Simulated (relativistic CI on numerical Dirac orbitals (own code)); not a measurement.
# Radial parameters of Pt77+

Method of calculation: Dirac equation for one electron, model QED (radiative potential, 1s self-energy scaled to tabulated hydrogen-like ionisation energies) (own radial code, finite nucleus).

Slater integrals F^k, G^k are unscaled and averaged over j, outside the closed core (none); ζ comes from projecting the Hamiltonian with its Breit term on Σ l·s of the shell.

- 2p: ζ(2p) = 1.1347e+07 cm⁻¹; <r>(2p) = 0.05944, <r^2>(2p) = 0.004313 (bohr units).
- 3p: ζ(3p) = 3.3809e+06 cm⁻¹; <r>(3p) = 0.1508, <r^2>(3p) = 0.02643 (bohr units).
- 3d: ζ(3d) = 565950 cm⁻¹; <r>(3d) = 0.131, <r^2>(3d) = 0.0197 (bohr units).

Averages of the first 10 configurations, taken without configuration mixing, which lowers the lowest level and can move excited configurations by several eV; other configurations of the list can lie among them:

```json
{"Configuration": "1s", "Parity": "even", "States": "2", "Average energy above the lowest level (eV)": "0.1"}
{"Configuration": "2s", "Parity": "even", "States": "2", "Average energy above the lowest level (eV)": "67452.8"}
{"Configuration": "2p", "Parity": "odd", "States": "6", "Average energy above the lowest level (eV)": "68830.2"}
{"Configuration": "3s", "Parity": "even", "States": "2", "Average energy above the lowest level (eV)": "80584.2"}
{"Configuration": "3p", "Parity": "odd", "States": "6", "Average energy above the lowest level (eV)": "80994.7"}
{"Configuration": "3d", "Parity": "even", "States": "10", "Average energy above the lowest level (eV)": "81308.4"}
{"Configuration": "4s", "Parity": "even", "States": "2", "Average energy above the lowest level (eV)": "85090.8"}
{"Configuration": "4p", "Parity": "odd", "States": "6", "Average energy above the lowest level (eV)": "85262.6"}
{"Configuration": "4d", "Parity": "even", "States": "10", "Average energy above the lowest level (eV)": "85394.5"}
{"Configuration": "4f", "Parity": "odd", "States": "14", "Average energy above the lowest level (eV)": "85444.7"}
```
